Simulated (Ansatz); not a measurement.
CH₃ClFSc (`[CH3][Sc]([F])[Cl]`) from Hartree–Fock to CCSD(T)

Z-matrix (Å, degrees):
```
C
Sc 1 2.156
H 1 1.097 2 111.3
H 1 1.096 2 113.5 3 122.2
H 1 1.099 2 110.2 3 -117.8
F 2 1.831 1 115.8 3 -144.0
Cl 2 2.307 1 118.1 3 37.8
```

The species carries charge 0 and has multiplicity 1. Correlated methods include outer-core shells of Sc, which these sets cover unevenly. Scalar relativity is left out up to krypton. Geometry: relaxed with PBE0-D4/def2-TZVP. Frozen core, restricted reference, Ansatz.

```
     basis      HF (Eh)  MP2 corr.
  def2-SVP  -1358.13847   -0.67921
def2-TZVPP  -1358.56984   -0.91447
def2-QZVPP  -1358.60284   -1.01307
```

**Question.** Estimate the CCSD correlation energy and the (T) correction in each basis where they were run (hartree).

**Answer.** 
```json
{"basis": "def2-SVP", "CCSD corr.": "-0.71944", "(T)": "-0.01718"}
{"basis": "def2-TZVPP", "CCSD corr.": "-0.95531", "(T)": "-0.03549"}
```
